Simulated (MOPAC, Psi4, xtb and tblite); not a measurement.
Conformational energy of SMILES CC(C[SiH2]OC)C. Scanned: dihedral C1–O2–Si3–C4; all other coordinates were relaxed at GFN2-xTB. Points at φ and −φ are mirror images. Heavy atoms are numbered in the order of the SMILES CO[SiH2]CC(C)C, hydrogens after them in the order of the atoms that carry them; the mirror image has the same energies with the sign of each dihedral reversed.

Methods: PM7, restricted, heats of formation // GFN2-xTB (MOPAC); GFN2-xTB (xtb and tblite); PBE/def2-SVP // GFN2-xTB (Psi4).

Energies in kcal/mol, each method relative to its own lowest point.

| φ / ° | PM7 | GFN2-xTB | PBE/def2-SVP |
|---|---|---|---|
| -165 | 0.7 | 0.2 | 0.1 |
| -150 | 0.8 | 0.8 | 0.4 |
| -135 | 0.8 | 1.6 | 0.7 |
| -120 | 0.9 | 2.2 | 0.9 |
| -105 | 0.6 | 2.2 | 1.1 |
| -90 | 0.4 | 1.9 | 1.1 |
| -75 | 0.2 | 1.6 | 1.0 |
| -60 | 0.0 | 1.4 | 1.0 |
| -45 | 0.2 | 1.5 | 1.2 |
| -30 | 0.5 | 2.0 | 1.5 |
| -15 | 0.8 | 2.5 | 1.8 |
| 0 | 1.0 | 2.7 | 2.1 |
| 15 | 0.8 | 2.5 | 1.8 |
| 30 | 0.5 | 2.0 | 1.5 |
| 45 | 0.2 | 1.5 | 1.2 |
| 60 | 0.0 | 1.4 | 1.0 |
| 75 | 0.2 | 1.6 | 1.0 |
| 90 | 0.4 | 1.9 | 1.1 |
| 105 | 0.6 | 2.2 | 1.1 |
| 120 | 0.9 | 2.2 | 0.9 |
| 135 | 0.8 | 1.6 | 0.7 |
| 150 | 0.8 | 0.8 | 0.4 |
| 165 | 0.7 | 0.2 | 0.1 |
| 180 | 0.6 | 0.0 | 0.0 |
